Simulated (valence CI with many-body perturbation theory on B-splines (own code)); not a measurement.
Values are calculated unless marked as measured or tabulated.
# Sensitivity of CI+MBPT for Ni²¹⁺

Level of theory: relativistic CI+MBPT: five valence electrons over a frozen Dirac-Fock core [He], a basis of 6 s, 6 p, 5 d, 3 f, 1 g functions for each j, with the one-electron correlation potential Σ1 (screened to all orders), the two-electron term Σ2, the three-electron term Σ3, Breit, model QED; selected single and double excitations, second order for the rest, scaled by the run's own slope (own B-spline code, finite nucleus).

No measured spectrum was set against this ion. As an estimate, levels of excited configurations hold to 0.05 to 0.15 % of their energy, terms of the ground configuration to about 0.5 %. Among the levels kept, up to 2400 cm⁻¹ of a level comes from second order outside the variational space, and about a tenth of that is noise between levels of different J, which matters for small intervals.

The reference run has the lowest level 2s²2p³ ⁴S°_3/2 and an ionisation energy of 1879.37 eV. Its largest variational space holds 12347 state functions.

Names give the largest LS component (configuration and term), which can be under half, so a name can repeat, a term be missing and a line seem to break the LS rules; names also repeat where a configuration has a term twice.

Changed runs:
A. highest l with Σ1, explicit Σ2 and valence Breit (higher l get mean screening factors) 3 → 1
B. size limit of the variational space 10000 → 3000; second order for the rest on → off
C. shift of the energy in Σ1 (hartree) 0 → 3.756
D. Davidson tolerance 2e-05 → 0.03 (bad on purpose)

Excitation energies of the reference run in cm⁻¹, and shifts in cm⁻¹:

| Level | Reference | A | B | C | D |
| --- | --- | --- | --- | --- | --- |
| 2s²2p³ ²D°_3/2 | 157978 | +13 | +347 | +0.4 | +0.2 |
| 2s²2p³ ²D°_5/2 | 209860 | +40 | +3169 | +0.7 | +0.1 |
| 2s²2p³ ²P°_1/2 | 303362 | +106 | +669 | +0.7 | +0.5 |
| 2s²2p³ ²P°_3/2 | 400647 | +60 | +329 | +1.5 | +0.3 |
| 2s2p⁴ ⁴P_5/2 | 848201 | +74 | +8.6 | -6.8 | +0.2 |
| 2s2p⁴ ⁴P_3/2 | 942971 | +85 | +45 | -6.2 | +0.3 |
| 2s2p⁴ ⁴P_1/2 | 967980 | +138 | -2433 | -6.2 | 0 |
| 2s2p⁴ ²D_3/2 | 1176980 | +177 | +1192 | -6.3 | +0.5 |
| 2s2p⁴ ²D_5/2 | 1204140 | +177 | +1225 | -6.0 | -0.2 |
| 2s2p⁴ ²S_1/2 | 1345770 | +238 | -2024 | -6.1 | +0.2 |
| 2s2p⁴ ²P_3/2 | 1400120 | +218 | +1742 | -6.2 | +0.6 |
| 2s2p⁴ ²P_1/2 | 1537510 | +248 | -1944 | -5.2 | 0 |
| Ionisation energy (eV) | 1879.37 | -0.02 | -0.54 | +0.0023 | -3e-05 |
